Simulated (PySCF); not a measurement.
## How methods differ on the excitation energy of Tc²⁺

Tc²⁺ [Kr] 4d5 (6S) → Tc²⁺ [Kr] 4d4 5s1 (6D), as a difference of total energies. All numbers are calculated (PySCF 2.14, a scalar-relativistic core potential, in def2-TZVPPD with the def2 core potential (28 electrons)). Correlated levels: valence and next inner shell: nothing frozen outside the core potential. The calculations carry no spin-orbit coupling.

| method | excitation energy (eV) |
| --- | --- |
| UHF | 5.774 |
| MP2 (valence and next inner shell) | 5.750 |
| SCS-MP2 (valence and next inner shell) | 5.725 |
| CCSD (valence and next inner shell) | 5.702 |
| CCSD(T) (valence and next inner shell) | 5.687 |

How much does correlation contribute at CCSD(T) (valence and next inner shell)?

5.687 − (5.774) = -0.087 eV, measured against UHF.
